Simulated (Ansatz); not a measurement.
Reaction (ligand exchange at a Ge–N bond): `SC[NH][GeH3]` + `O[Si](F)(Cl)Cl` → `F[Si](Cl)(Cl)[O][GeH3]` + `NCS`

Program: Ansatz. Geometries: PBE0-D4/def2-TZVP. ΔE: electronic, gas phase. CCSD(T)/CBS is the MP2 limit (def2-TZVPP, def2-QZVPP) plus CCSD(T) − MP2 in def2-TZVPP, frozen cores. Functionals use def2-TZVPP. B3LYP here is the variant with VWN-RPA as its local correlation; programs differ in this. For Ge outer-core shells are correlated without core-valence functions, which leaves a few kJ/mol of doubt a bond. Scalar relativity is left out up to krypton. Each species was taken in one conformer, which may not be the lowest.

CCSD(T)/CBS gives -33.3 kJ/mol.

(1) Another level gave -36.0 kJ/mol. Which?
A. MP2/def2-TZVPP
B. PBE/def2-TZVPP
C. HF/def2-TZVPP
D. B3LYP/def2-TZVPP

Largest T1 diagnostic among the species: 0.011.

Results:

(1) D. B3LYP -36.0, MP2/def2-TZVPP -31.9, PBE -26.4, HF/def2-TZVPP -51.9 kJ/mol.

In def2-TZVPP, CCSD(T) changes the Hartree–Fock value by +18.0 kJ/mol (the triples alone add +2.8 kJ/mol) and MP2 by +20.0 kJ/mol. From PBE to PBE0 (25 % exact exchange), in def2-TZVPP and without D4, ΔE moves by −4.3 kJ/mol.
